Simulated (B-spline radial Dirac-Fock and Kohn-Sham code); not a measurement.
X-ray form factors of bismuth in several charge states

Model: Dirac-Fock densities. Program: a B-spline atomic structure program.

Configurations: Bi⁴⁷⁺ [Ar] 3d10 4s2 4p6; Bi⁴⁹⁺ [Ar] 3d10 4s2 4p4; Bi⁵⁰⁺ [Ar] 3d10 4s2 4p3. The first column is f₀ of Bi⁴⁷⁺, the others are differences from it.

| s (Å⁻¹) | Bi⁴⁷⁺ | Δ Bi⁴⁹⁺ | Δ Bi⁵⁰⁺ |
| --- | --- | --- | --- |
| 0 | 36.000 | -2.000 | -3.000 |
| 0.1 | 35.877 | -1.978 | -2.968 |
| 0.2 | 35.511 | -1.914 | -2.872 |
| 0.3 | 34.917 | -1.811 | -2.719 |
| 0.4 | 34.116 | -1.674 | -2.515 |
| 0.5 | 33.136 | -1.511 | -2.272 |
| 0.7 | 30.773 | -1.137 | -1.714 |
| 0.9 | 28.108 | -0.755 | -1.143 |
| 1.1 | 25.403 | -0.421 | -0.642 |
| 1.4 | 21.674 | -0.079 | -0.126 |

Values without a named source are computed, but for edge energies of neutral atoms, which are taken from tables.
